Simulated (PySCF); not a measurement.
Compound: C7H12 (charge -1 and doublet state).
Z-matrix (Å and degrees, GFN2-xTB geometry), rows numbered from 1:
```
C 
C   1  1.5524
C   2  1.4965  1  115.39
C   3  1.4616  2  126.67  1   -59.21
C   4  1.5160  3   90.64  2   148.13
C   3  1.5182  2  123.88  1    62.47
C   6  1.5308  3  116.55  2    92.29
H   1  1.0876  2  108.89  3    54.69
H   1  1.0887  2  109.93  3   -63.82
H   1  1.0954  2  112.12  3   175.46
H   2  1.0992  1  107.23  3  -121.66
H   2  1.1018  1  107.53  3   123.26
H   4  1.0993  3  123.96  2   -82.36
H   5  1.1080  4  117.55  3   101.70
H   5  1.1048  4  116.48  3  -129.90
H   6  1.1104  3  116.87  2   -36.53
H   7  1.0897  6  109.88  3    46.82
H   7  1.0921  6  110.51  3   -72.41
H   7  1.0950  6  111.55  3   167.16
```

The hyperfine couplings belong to this conformer and change with its torsions.

Identity: `CC[C-]1[CH]C[C@@H]1C` [radical] (charge -1).

Method used: PySCF 2.14.0, UKS B3LYP, pcH-1 on C H, non-relativistic, mean-field spin-orbit, GIAO. Whether the extra electron is bound in the gas phase wasn't checked; a finite basis holds it in any case. A GFN2-xTB geometry isn't a minimum of the functional, and hyperfine couplings can be far from their values at a DFT geometry, by a factor of two or more for some ions and for spin on atoms past the first row. Stability of the SCF solution: not tested.

Q: Match the computed a_iso(1H) values +48.4, +30.5, +17.1, +13.8, +11.1, +8.8, -2.1, +0.5 MHz (means over equivalent nuclei) with the sites H8/H9/H10; H11; H12; H13; H14; H15; H16; H17/H18/H19.

A: 
```json
{"site": "H8/H9/H10", "a_iso (MHz)": "-2.1", "ρ(0) (bohr⁻³)": "-0.0005", "position": "3 bonds from C3", "distance from C4 (Å)": "3.64", "bound to": "C1", "spin population there": "+0.05", "largest |T| (MHz)": "3.8"}
{"site": "H11", "a_iso (MHz)": "+8.8", "ρ(0) (bohr⁻³)": "+0.0020", "position": "2 bonds from C3", "distance from C4 (Å)": "2.95", "bound to": "C2", "spin population there": "-0.01", "largest |T| (MHz)": "6.7"}
{"site": "H12", "a_iso (MHz)": "+11.1", "ρ(0) (bohr⁻³)": "+0.0025", "position": "2 bonds from C3", "distance from C4 (Å)": "3.52", "bound to": "C2", "spin population there": "-0.01", "largest |T| (MHz)": "7.2"}
{"site": "H13", "a_iso (MHz)": "+48.4", "ρ(0) (bohr⁻³)": "+0.0108", "position": "1 bond from C4", "distance from C4 (Å)": "1.10", "bound to": "C4", "spin population there": "+0.47", "largest |T| (MHz)": "18.7"}
{"site": "H14", "a_iso (MHz)": "+17.1", "ρ(0) (bohr⁻³)": "+0.0038", "position": "2 bonds from C4", "distance from C4 (Å)": "2.25", "bound to": "C5", "spin population there": "-0.02", "largest |T| (MHz)": "4.8"}
{"site": "H15", "a_iso (MHz)": "+30.5", "ρ(0) (bohr⁻³)": "+0.0068", "position": "2 bonds from C4", "distance from C4 (Å)": "2.24", "bound to": "C5", "spin population there": "-0.02", "largest |T| (MHz)": "5.9"}
{"site": "H16", "a_iso (MHz)": "+13.8", "ρ(0) (bohr⁻³)": "+0.0031", "position": "2 bonds from C3", "distance from C4 (Å)": "2.80", "bound to": "C6", "spin population there": "-0.03", "largest |T| (MHz)": "5.3"}
{"site": "H17/H18/H19", "a_iso (MHz)": "+0.5", "ρ(0) (bohr⁻³)": "+0.0001", "position": "3 bonds from C3", "distance from C4 (Å)": "3.88", "bound to": "C7", "spin population there": "0.00", "largest |T| (MHz)": "3.7"}
```

ρ(0) is the spin density at the nucleus and T the dipolar tensor; entries for several nuclei are means. The Mulliken spin populations are largest on C4 (+0.47) and C3 (+0.43). Main spin sites, with 60 % or more of the largest population: C3, C4; positions count bonds from the nearest.

The spin density at the nucleus, in bohr⁻³, is negative for C5 (-0.0039) and C6 (-0.0038), for instance. A restricted open-shell determinant has no negative spin density anywhere; here it arises because α and β orbitals differ (spin polarisation).

Means are taken over nuclei equivalent by connectivity, which assumes that they swap fast.

C4, the radical centre as drawn in `CC[C-]1[CH]C[C@@H]1C`, holds a spin population of +0.47 out of 1.
